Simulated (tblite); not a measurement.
C6H6NOS (doublet state).
SMILES with atom numbers: `[CH3:1][NH:2][c:3]1[cH:4][c:5][c:6]([CH:7]=[O:8])[s:9]1` (hydrogens: H10, H11, H12 on C1; H13 on N2; H14 on C4; H15 on C7)

The geometry is computed with GFN2-xTB (gas phase). This method treats the open shell by occupation alone, without spin polarisation.

Q: List the bond lengths, angles and torsions at this level.

A: 
```json
{"bond": "C1–N2", "length (Å)": "1.442"}
{"bond": "N2–C3", "length (Å)": "1.354"}
{"bond": "C3–C4", "length (Å)": "1.387"}
{"bond": "C4–C5", "length (Å)": "1.380"}
{"bond": "C5–C6", "length (Å)": "1.341"}
{"bond": "C6–C7", "length (Å)": "1.428"}
{"bond": "C7=O8", "length (Å)": "1.211"}
{"bond": "C6–S9", "length (Å)": "1.806"}
{"bond": "C3–S9", "length (Å)": "1.743"}
{"bond": "C1–H10, C1–H11, C1–H12", "length (Å)": "1.091"}
{"bond": "N2–H13", "length (Å)": "1.008"}
{"bond": "C4–H14", "length (Å)": "1.072"}
{"bond": "C7–H15", "length (Å)": "1.109"}
```

Bonds in one row agree within 0.01 Å and their mean is given. A selection of angles:
```json
{"angle": "N2–C1–H10", "degrees": "109.4"}
{"angle": "N2–C1–H11", "degrees": "112.2"}
{"angle": "H10–C1–H11", "degrees": "108.7"}
{"angle": "C1–N2–C3", "degrees": "122.3"}
{"angle": "C1–N2–H13", "degrees": "117.0"}
{"angle": "C3–N2–H13", "degrees": "116.0"}
{"angle": "N2–C3–C4", "degrees": "128.2"}
{"angle": "N2–C3–S9", "degrees": "119.3"}
{"angle": "C4–C3–S9", "degrees": "112.5"}
{"angle": "C3–C4–C5", "degrees": "109.8"}
{"angle": "C3–C4–H14", "degrees": "124.9"}
{"angle": "C5–C4–H14", "degrees": "125.2"}
{"angle": "C4–C5–C6", "degrees": "120.1"}
{"angle": "C5–C6–C7", "degrees": "133.2"}
{"angle": "C5–C6–S9", "degrees": "106.7"}
{"angle": "C7–C6–S9", "degrees": "120.1"}
{"angle": "C6–C7–O8", "degrees": "126.3"}
{"angle": "C6–C7–H15", "degrees": "112.3"}
{"angle": "O8–C7–H15", "degrees": "121.4"}
{"angle": "C3–S9–C6", "degrees": "90.8"}
```

Torsions: C1–N2–C3–C4 -11° (synperiplanar); C5–C6–C7–O8 180° (antiperiplanar). The mirror-image conformer, all signs reversed, is as good.

C7 (carbon bonded to C, O and H) is planar (angles 126.3°, 121.4° and 112.3°, sum 360.0°, 0.00 Å off the plane of its three neighbours). The C–S distances run from 1.743 Å (C3–S9, aromatic) to 1.806 Å (C6–S9, aromatic), a spread of 0.063 Å. C6 (carbon bonded to 2 C and S) is planar (angles 133.2°, 120.1° and 106.7°, sum 360.0°, 0.00 Å off the plane of its three neighbours). The C–C distances run from 1.341 Å (C5–C6, aromatic) to 1.428 Å (C6–C7, drawn single), a spread of 0.087 Å. The C–N distances run from 1.354 Å (N2–C3, drawn single) to 1.442 Å (C1–N2, drawn single), a spread of 0.088 Å. N2 (nitrogen bonded to 2 C and H) has angles 122.3°, 117.0° and 116.0°, sum 355.3°, 0.16 Å off the plane of its three neighbours. C4 (carbon bonded to 2 C and H) is planar (angles 125.2°, 124.9° and 109.8°, sum 360.0°, 0.00 Å off the plane of its three neighbours).

Its GFN2-xTB frequencies are all real (lowest 61 cm⁻¹). 2 starts were optimised and ended at 0.00 and 0.43 kcal/mol (GFN2-xTB); the lowest of these is shown.
